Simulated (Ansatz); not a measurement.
NbOCl3 (NbCl3O), relaxed as a singlet with RKS PBE-D4/def2-SVP in Ansatz, starting from the GFN2-xTB geometry. Force threshold 0.02 eV/Å.

In the def2 sets Nb takes a core potential; there is no spin–orbit coupling.

Start:

```
atom   x (Å)   y (Å)   z (Å)
 Nb1  -0.081   0.106   0.096
  O2  -0.903   1.190   1.079
 Cl3   1.302   1.115  -1.282
 Cl4  -1.441  -1.089  -1.147
 Cl5   1.123  -1.321   1.254
```

| step | energy (eV) | largest force component (eV/Å) | SCF passes |
| --- | --- | --- | --- |
| 1 | -41142.7943 | 2.035 | 27 |
| 2 | -41143.1417 | 0.386 | 36 |
| 3 | -41143.1637 | 0.097 | 30 |
| 4 | -41143.1638 | 0.015 | 31 |

Force components are those of the run's own axes.

End:

```xyz
5

Nb   -0.0364    0.0479    0.0435
O    -0.8687    1.1448    1.0381
Cl    1.3498    1.2668   -1.3187
Cl   -1.6023   -1.1048   -1.1739
Cl    1.1576   -1.3547    1.4110
```

By distances, no bond broke or formed. The bond that changes most is Nb1–Cl5, from 2.20 to 2.29 Å (atoms count from 1).

No frequencies were taken in this run, so the end may be a saddle point.

Hardware: 4 threads of Arm Neoverse V2 on a shared host. Wall time 5.5 s.
